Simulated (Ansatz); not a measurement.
Consider the redistribution: `F[SiH](S)[GaH2]` + `[F][SbH][SeH]` → `F[SiH]([GaH2])[SeH]` + `[F][SbH][SH]`.

Gas-phase electronic energies from Ansatz, PBE0-D4/def2-TZVP geometries. CBS: MP2 limit from def2 TZ/QZ plus the TZ coupled-cluster correction, frozen cores. DFT in def2-TZVPP. Elements past krypton have def2 core potentials. For Ga, Sb, Se outer-core shells are correlated without core-valence functions, which leaves a few kJ/mol of doubt a bond. Scalar relativity is left out up to krypton. Each species was taken in one conformer, which may not be the lowest.

`F[SiH](S)[GaH2]`:

Cartesian coordinates in Å:
```
F -0.612 -1.971 -0.848
Si -0.721 -0.391 -0.574
S -1.865 0.027 1.181
Ga 1.437 0.603 -0.181
H -1.568 0.175 -1.653
H -0.904 -0.340 2.048
H 2.313 0.019 0.986
H 1.922 1.876 -0.958
```

`[F][SbH][SeH]`:

```xyz
5

F     0.293   -1.092    1.662
Sb    0.768    0.553    0.787
Se    0.627   -0.209   -1.632
H    -0.855    1.104    0.801
H    -0.833   -0.356   -1.618
```

`F[SiH]([GaH2])[SeH]`:

Z-matrix (Å, degrees):
```
Si
Ga 1 2.393
Se 1 2.286 2 99.2
F 1 1.605 2 116.0 3 -120.1
H 1 1.485 2 119.2 3 109.7
H 2 1.567 1 120.8 3 -99.8
H 2 1.570 1 117.9 3 71.8
H 3 1.471 1 93.6 2 -49.2
```

`[F][SbH][SH]`:

Cartesian coordinates in Å:
```
F 0.470 0.118 1.901
Sb 0.784 -0.838 0.265
S 0.455 0.964 -1.293
H -0.852 -1.351 0.182
H -0.858 1.107 -1.055
```

```tsv
level	ΔE (kcal/mol)
PBE0	2.7
LC-ωPBE	2.9
```

(1) What does CCSD(T)/CBS give? (An estimate is asked.)

Largest T1 diagnostic among the species: 0.014.

## Answers

(1) The calculation gave: +2.6 kcal/mol. The listed levels differ from it by 0.1, 0.3 kcal/mol.

Leaving LDA and LC-ωPBE aside and taking each functional with its dispersion term where it has one, the values, not all of them listed here, spread over 1.0 kcal/mol, from B97M-V to BHLYP-D4. In def2-TZVPP, CCSD(T) changes the Hartree–Fock value by −1.4 kcal/mol (the triples alone add −0.2 kcal/mol) and MP2 by −1.5 kcal/mol. At CCSD(T), def2-SVP lies +1.0 kcal/mol from the extrapolated value and def2-TZVPP −0.3 kcal/mol.

CCSD(T)/CBS has its own doubt, a few kJ/mol and more with outer-core shells, so smaller differences from it don't rank the levels.
